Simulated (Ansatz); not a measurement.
Isomers of GeH₈OSi₂, relaxed with PBE0-D4/def2-TZVP in Ansatz; electronic energies, one conformer each and not always the lowest. Functionals use def2-TZVPP; CBS adds triple-zeta CCSD(T) − MP2 to the MP2 limit of def2-TZVPP and def2-QZVPP.

Outer-core shells of Ge are correlated without core-valence functions. Scalar relativity is left out up to krypton. Spin–orbit coupling is left out.

Question: Order them by energy at frozen-core CCSD(T)/CBS, lowest first. (An estimate is asked.)
A. `[OH][GeH]([SiH3])[SiH3]`
B. `O[SiH]([SiH3])[GeH3]`
C. `[SiH3][O][GeH2][SiH3]`

Answer: C (0.0 kcal/mol), B (9.2 kcal/mol), A (20.2 kcal/mol).

Question: How do MP2/CBS(def2), r2SCAN-D4, ωB97M-V, PBE-D4 place them (kcal/mol, against `[SiH3][O][GeH2][SiH3]`)? (Best estimate.)

Answer: Ansatz gave: 
| isomer | MP2/CBS(def2) | r2SCAN-D4 | ωB97M-V | PBE-D4 |
| --- | --- | --- | --- | --- |
| `O[SiH]([SiH3])[GeH3]` | 10.4 | 7.3 | 9.7 | 3.7 |
| `[OH][GeH]([SiH3])[SiH3]` | 21.2 | 18.8 | 20.5 | 14.4 |
